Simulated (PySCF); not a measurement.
Trend along group 10: MN molecules

PBE0 with triple-zeta basis sets in PySCF, for the lowest determinant that a PBE0 search found; no spin–orbit coupling. De refers to high-spin ground-configuration atoms. A positive dipole means M(−)N(+).

```csv
M,basis,state (unpaired electrons),Re (Å),ωe (cm⁻¹),De (eV),μ (D)
Ni,x2c-TZVPPall,"quartet (π ↑↑, δ ↑)",1.737,653,n/a,-3.48
Pd,def2-TZVPP,"quartet (σ ↑, π ↑↑)",1.791,646,2.18,-3.15
Pt,x2c-TZVPPall,doublet (π ↑),1.661,1028,3.54,-1.93
```

The shortest bond is that of PtN (1.661 Å), the longest that of PdN (1.791 Å).

The rows differ in basis set, which adds steps of its own.

The state changes along the series, so neighbouring rows are not always alike in their bonding.

De is left out where the level can put another filling of the metal’s s and d shells below the measured ground configuration, by anything from nothing to about 1 eV. The metal atom is held in its measured ground configuration; semilocal functionals can put another filling of s and d lower by some tenths of an eV, and De to that atom would be smaller. These are scalar-relativistic numbers at best; spin–orbit coupling would shift them, the dissociation energy most. The state is the lowest single determinant that the PBE0 search found; with open d or f shells the true ground state can be another one.
